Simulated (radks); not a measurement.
Results of a calculation; reference values are marked as such.
Q: Cl8+, configuration [He] 2s2 2p5 (the NIST ground configuration). Code: a radial shooting solver on a logarithmic mesh with Libxc functionals. Model: scalar-relativistic Kohn-Sham, r2SCAN, spin-polarised, spherical densities, finite nucleus; open shells are filled with parallel spins first; meta-GGA in the generalised Kohn-Sham scheme; Fermi nuclear charge, rms radius 3.3654 fm. Some entries of the table are withheld. Estimate them.

orbital,occ.,eigenvalue (hartree),<r> (bohr)
1s up,1,-109.3976,0.09090
1s down,1,-109.2838,0.09080
2s up,1,-16.26149,0.4272
2s down,1,-16.07109,0.4291
2p up,3,-14.07139,0.3850
2p down,2,-13.83887,0.3877
3s up,0,-5.20904,(1)
3s down,0,-5.16419,(2)
3p up,0,-4.63352,1.190

A: 
(1) 3s up <r> (bohr): 1.167
(2) 3s down <r> (bohr): 1.177
